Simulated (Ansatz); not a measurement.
CH8Si2Te, SMILES `C[SiH2][SiH2][TeH]`. The species carries charge 0 and has multiplicity 1. Te: def2 effective core potential. The geometry is a stationary point of PBE0-D4/def2-TZVP. It is one conformer, not always the lowest.

```xyz
12

C     1.359   -0.965    0.801
Si   -0.317   -0.157    1.008
Si   -1.307    0.209   -1.077
Te    0.236    1.626   -2.453
H     1.259   -1.952    0.343
H     1.853   -1.085    1.768
H     1.998   -0.356    0.158
H    -0.185    1.172    1.669
H    -1.212   -0.998    1.853
H    -1.427   -1.047   -1.868
H    -2.657    0.827   -0.980
H     0.399    2.725   -1.222
```

**Question.** What is the dipole moment at r2SCAN/def2-TZVPP? (Estimate.)

**Answer.** Computed: 1.13 D, with components (0.50, -0.70, 0.73) D in this frame, pointing from negative to positive charge.

**Question.** And with PBE, B3LYP, ωB97M-V? (An estimate is asked.)

**Answer.** The calculation gave: PBE 1.08 D, B3LYP 1.10 D, ωB97M-V 1.16 D.

**Question.** Give the Mulliken charges with r2SCAN, B3LYP, PBE in def2-TZVPP. (Estimate.)

**Answer.** The calculation gave: 
```
atom  r2SCAN  B3LYP    PBE
  C1   -0.30  -0.38  -0.36
 Si2    0.24   0.24   0.18
 Si3    0.16   0.13   0.09
 Te4   -0.07  -0.05  -0.04
  H5    0.08   0.11   0.11
  H6    0.08   0.11   0.11
  H7    0.09   0.12   0.12
  H8   -0.07  -0.07  -0.05
  H9   -0.08  -0.07  -0.06
 H10   -0.07  -0.06  -0.04
 H11   -0.07  -0.05  -0.04
 H12    0.00  -0.02  -0.01
```

B3LYP here is the variant with VWN-RPA as its local correlation; programs differ in this.
